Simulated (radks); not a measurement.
The numbers below are computed, except where a source is named.
Species: Lu II. Configuration: [Xe] 4f14 6s2. Code: a radial shooting solver on a logarithmic mesh with Libxc functionals. Model: Dirac Kohn-Sham, Wu-Cohen GGA, spin-unpolarised, spherical densities, finite nucleus; Fermi nuclear charge, rms radius 5.37 fm.

Unscreened Slater integrals over Kohn-Sham orbitals (hartree). Large and small components are both included. Empty in this configuration: 5d3/2.

F0(6s1/2,6s1/2): 0.27725
F0(6s1/2,4f7/2): 0.36141
G3(6s1/2,4f7/2): 0.012594
F0(6s1/2,4f5/2): 0.36183
G3(6s1/2,4f5/2): 0.012174
F0(6s1/2,5p3/2): 0.34275
G1(6s1/2,5p3/2): 0.030068
F0(6s1/2,5d3/2): 0.31315
G2(6s1/2,5d3/2): 0.10376
F0(4f7/2,4f7/2): 1.2893
F2(4f7/2,4f7/2): 0.60246
F4(4f7/2,4f7/2): 0.37606
F6(4f7/2,4f7/2): 0.27001
F0(4f7/2,4f5/2): 1.3018
F2(4f7/2,4f5/2): 0.60903
F4(4f7/2,4f5/2): 0.38030
G2(4f7/2,4f5/2): 0.60711
G4(4f7/2,4f5/2): 0.37916
G6(4f7/2,4f5/2): 0.27230
F0(4f7/2,5p3/2): 0.77062
F2(4f7/2,5p3/2): 0.25109
G2(4f7/2,5p3/2): 0.12717
G4(4f7/2,5p3/2): 0.097960
F0(4f7/2,5d3/2): 0.51868
F2(4f7/2,5d3/2): 0.11414
G3(4f7/2,5d3/2): 0.043003
G5(4f7/2,5d3/2): 0.032136
F0(4f5/2,4f5/2): 1.3146
F2(4f5/2,4f5/2): 0.61587
F4(4f5/2,4f5/2): 0.38473
F0(4f5/2,5p3/2): 0.77349
F2(4f5/2,5p3/2): 0.24836
G2(4f5/2,5p3/2): 0.12290
G4(4f5/2,5p3/2): 0.095196
F0(4f5/2,5d3/2): 0.51968
F2(4f5/2,5d3/2): 0.11194
G1(4f5/2,5d3/2): 0.053021
G3(4f5/2,5d3/2): 0.041158
F0(5p3/2,5p3/2): 0.63528
F2(5p3/2,5p3/2): 0.34074
F0(5p3/2,5d3/2): 0.47356
F2(5p3/2,5d3/2): 0.21607
G1(5p3/2,5d3/2): 0.25095
G3(5p3/2,5d3/2): 0.15240
F0(5d3/2,5d3/2): 0.39336
F2(5d3/2,5d3/2): 0.19649
